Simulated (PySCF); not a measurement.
Cd: excitation energy

Cd [Kr] 4d10 5s2 (1S) → Cd [Kr] 4d9 5s2 5p1 (high-spin determinant), as a difference of total energies. Computed with PySCF 2.14 in x2c-TZVPPall (8s6p6d2f1g, 79 functions), with the spin-free X2C one-electron Hamiltonian (Gaussian nucleus). Correlated levels: valence and next inner shell: [Ar] 3d10 frozen. The calculations carry no spin-orbit coupling.

```tsv
method	excitation energy (eV)
UHF	10.817
MP2 (valence and next inner shell)	12.282
SCS-MP2 (valence and next inner shell)	12.102
CCSD (valence and next inner shell)	11.819
CCSD(T) (valence and next inner shell)	11.872
```

How much does correlation contribute at CCSD(T) (valence and next inner shell)?

11.872 − (10.817) = 1.055 eV, measured against UHF.

The upper state lies above the first ionisation limit, where it may autoionise and the basis confines it.

The basis was made for the ground configuration and has no added diffuse functions, so the excitation energy can come out too high.

The determinant of the upper state mixes LS terms, which raises its energy above the lowest term, most at the Hartree-Fock and MP2 levels.
